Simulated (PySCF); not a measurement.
# Electron correlation in Pt⁷⁰⁺ (platinum, charge +70)

[He] 2s2 2p4, high-spin 3P determinant. Calculation: PySCF 2.14, in an even-tempered Gaussian basis (18 s from 48 bohr⁻², ratio 2.2; 13 p from 63 bohr⁻², ratio 2.2; 5 d from 250 bohr⁻², ratio 2.4; 5 f from 370 bohr⁻², ratio 2.4; 4 g from 550 bohr⁻², ratio 2.4); the spin-free X2C one-electron Hamiltonian (Gaussian nucleus). Frozen: nothing; 8 electrons correlated; the 9 highest virtual orbitals of each spin left out.

MP2 pair energies summed by pair of shells (mhartree):

```tsv
pair	energy	share (%)
2s-2p	-104.03	30.9
2p-2p	-95.96	28.5
1s-1s	-62.08	18.5
1s-2p	-38.40	11.4
1s-2s	-19.94	5.9
2s-2s	-15.87	4.7
```

Total MP2 correlation energy: -336.28 mhartree.

At this charge the one-electron X2C treatment keeps the bare 1/r₁₂, with no two-electron picture change or Breit term. That inflates the 1s pair energies well beyond their four-component values; and a scalar Hamiltonian misses the large spin-orbit splitting of the p shells, which matters for ns² → np² pairs.

Spin-orbit coupling is strong in this species, so the high-spin LS determinant is a model state.
